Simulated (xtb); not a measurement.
C3H3N2, doublet, from a rough starting geometry; GFN2-xTB in xtb.

The xtb input:
```
$ xtb mol.xyz --gfn 2 --uhf 1 --opt vtight --json

# file mol.xyz
8

C     -0.81391774    -0.45699119     0.41831744
C     -0.70940986     0.71719197    -0.38809616
N      0.73101008     0.91328355    -0.57843418
C      1.26359949    -0.18376701     0.03033644
N      0.30606335    -1.00820543     0.61893914
H     -1.77175597    -0.93671102     0.68955365
H     -1.33217193     1.41823965    -0.73698844
H      2.29810229    -0.32159767     0.05651887
```

It wrote (shortened):

```
   ID    Z sym.   atoms
    1    6 C      1, 2, 4
    2    7 N      3, 5
    3    1 H      6-8

           -------------------------------------------------
          |                Calculation Setup                |
           -------------------------------------------------

           -------------------------------------------------
          |                 G F N 2 - x T B                 |
           -------------------------------------------------

          ...................................................
          :                      SETUP                      :
          :.................................................:
          :  # basis functions                  23          :
          :  # atomic orbitals                  23          :
          :  # shells                           13          :
          :  # electrons                        25          :
          :  max. iterations                   250          :
          :  Hamiltonian                  GFN2-xTB          :
          :  restarted?                      false          :
          :  GBSA solvation                  false          :
          :  PC potential                    false          :
          :  electronic temp.          300.0000000     K    :
          :  accuracy                    1.0000000          :
          :  -> integral cutoff          0.2500000E+02      :
          :  -> integral neglect         0.1000000E-07      :
          :  -> SCF convergence          0.1000000E-05 Eh   :
          :  -> wf. convergence          0.1000000E-03 e    :
          :  Broyden damping             0.4000000          :
          :  net charge                          0          :
          :  unpaired electrons                  1          :
          ...................................................

 iter      E             dE          RMSdq      gap      omega  full diag
   1    -13.7892977 -0.137893E+02  0.419E+00    4.50       0.0  T
   2    -13.7785987  0.106990E-01  0.544E+00    4.21       1.0  T
   3    -13.8525998 -0.740011E-01  0.378E+00    4.53       1.0  T
   4    -13.8764891 -0.238893E-01  0.108E+00    4.57       1.0  T
   5    -13.8147745  0.617145E-01  0.313E+00    4.37       1.0  T
   6    -13.8735151 -0.587405E-01  0.105E+00    4.56       1.0  T
   7    -13.8784137 -0.489868E-02  0.394E-01    4.56       1.0  T
   8    -13.8786953 -0.281537E-03  0.260E-01    4.56       1.0  T
   9    -13.8787516 -0.563348E-04  0.235E-01    4.56       1.0  T
  10    -13.8790453 -0.293684E-03  0.151E-02    4.56       2.3  T
  11    -13.8790450  0.277809E-06  0.175E-02    4.56       2.0  T
  12    -13.8790461 -0.107353E-05  0.948E-03    4.56       3.7  T
  13    -13.8790465 -0.445423E-06  0.230E-03    4.56      15.3  T
  14    -13.8790465  0.178349E-07  0.284E-03    4.56      12.4  T
  15    -13.8790466 -0.279055E-07  0.165E-03    4.56      21.4  T
  16    -13.8790466 -0.139573E-07  0.910E-05    4.56     388.5  T
  17    -13.8790466 -0.350102E-10  0.411E-05    4.56     860.0  T

   *** convergence criteria satisfied after 17 iterations ***

         :::::::::::::::::::::::::::::::::::::::::::::::::::::
         ::                     SUMMARY                     ::
         :::::::::::::::::::::::::::::::::::::::::::::::::::::
         :: total energy             -13.688187367669 Eh    ::
         :: gradient norm              0.196674407058 Eh/a0 ::
         :: HOMO-LUMO gap              4.562687846981 eV    ::
         ::.................................................::
         :: SCC energy               -13.879045932050 Eh    ::
         :: -> isotropic ES            0.013404875715 Eh    ::
         :: -> anisotropic ES          0.002111029680 Eh    ::
         :: -> anisotropic XC          0.013021244122 Eh    ::
         :: -> dispersion             -0.004313276735 Eh    ::
         :: repulsion energy           0.190858564381 Eh    ::
         :: add. restraining           0.000000000000 Eh    ::
[...]
 * total energy  :   -13.6881874 Eh     change       -0.7227996E-11 Eh
 * total energy  :   -13.7066264 Eh     change       -0.1843907E-01 Eh
 * total energy  :   -13.7102180 Eh     change       -0.3591610E-02 Eh
 * total energy  :   -13.7111898 Eh     change       -0.9717565E-03 Eh
 * total energy  :   -13.7114187 Eh     change       -0.2289091E-03 Eh
 * total energy  :   -13.7114936 Eh     change       -0.7493861E-04 Eh
 * total energy  :   -13.7114994 Eh     change       -0.5718120E-05 Eh
 * total energy  :   -13.7115018 Eh     change       -0.2437364E-05 Eh
 * total energy  :   -13.7115023 Eh     change       -0.5223387E-06 Eh
 * total energy  :   -13.7115024 Eh     change       -0.4285002E-07 Eh
   *** GEOMETRY OPTIMIZATION CONVERGED AFTER 10 ITERATIONS ***
         :: total energy             -13.711502369465 Eh    ::
[...]
         6        2.0000           -0.5439179             -14.8008
         7        2.0000           -0.5420440             -14.7498
         8        2.0000           -0.5008097             -13.6277
         9        2.0000           -0.4913320             -13.3698
        10        2.0000           -0.4459510             -12.1349
        11        2.0000           -0.4286838             -11.6651
        12        1.5079           -0.4087568             -11.1228
        13        1.4921           -0.4086970             -11.1212 (HOMO)
        14                         -0.2106678              -5.7326 (LUMO)
        15                         -0.2024520              -5.5090
        16                          0.1050576               2.8588
        17                          0.1191647               3.2426
        18                          0.1883094               5.1242
        19                          0.2091382               5.6909
        20                          0.2521741               6.8620
        21                          0.4197827              11.4229
        22                          0.4265395              11.6067
        23                          0.5546005              15.0914
      -------------------------------------------------------------
                  HL-Gap            0.1980293 Eh            5.3887 eV
             Fermi-level           -0.3592046 Eh           -9.7745 eV

     #   Z          covCN         q      C6AA      α(0)
     1   6 C        3.108     0.041    26.933     8.503
     2   6 C        3.108     0.041    26.933     8.503
     3   7 N        1.924    -0.191    25.954     7.554
     4   6 C        3.196     0.131    24.654     8.095
     5   7 N        1.924    -0.191    25.954     7.554
     6   1 H        0.926     0.053     2.277     2.360
     7   1 H        0.926     0.053     2.277     2.360
     8   1 H        0.926     0.061     2.183     2.311

 Mol. C6AA /au·bohr⁶  :        899.897782
 Mol. C8AA /au·bohr⁸  :      21277.779862
 Mol. α(0) /au        :         47.237887

Wiberg/Mayer (AO) data.
largest (>0.10) Wiberg bond orders for each atom

 ---------------------------------------------------------------------------
     #   Z sym  total        # sym  WBO       # sym  WBO       # sym  WBO
 ---------------------------------------------------------------------------
     1   6 C    3.785 --     5 N    1.405     2 C    1.309     6 H    0.969
     2   6 C    3.785 --     3 N    1.405     1 C    1.309     7 H    0.969
     3   7 N    2.989 --     2 C    1.405     4 C    1.344     5 N    0.178
     4   6 C    3.758 --     3 N    1.344     5 N    1.344     8 H    0.964
     5   7 N    2.989 --     1 C    1.405     4 C    1.344     3 N    0.178
     6   1 H    0.997 --     1 C    0.969
     7   1 H    0.997 --     2 C    0.969
     8   1 H    0.996 --     4 C    0.964
 ---------------------------------------------------------------------------

Topologies differ in total number of bonds
Writing topology from bond orders to xtbtopo.mol

molecular dipole:
                 x           y           z       tot (Debye)
 q only:       -0.224       0.034      -0.005
   full:       -0.399       0.061      -0.009       1.026
molecular quadrupole (traceless):
                xx          xy          yy          xz          yz          zz
 q only:        2.954      -0.753      -1.681       0.164       0.497      -1.273
  q+dip:        4.657      -1.179      -2.597       0.242       0.679      -2.060
   full:        3.951      -1.130      -2.826       0.379       1.809      -1.125

optimized geometry written to: xtbopt.xyz

           -------------------------------------------------
          | TOTAL ENERGY              -13.711502369465 Eh   |
          | GRADIENT NORM               0.000084093961 Eh/α |
          | HOMO-LUMO GAP               5.388650888491 eV   |
           -------------------------------------------------

normal termination of xtb
```
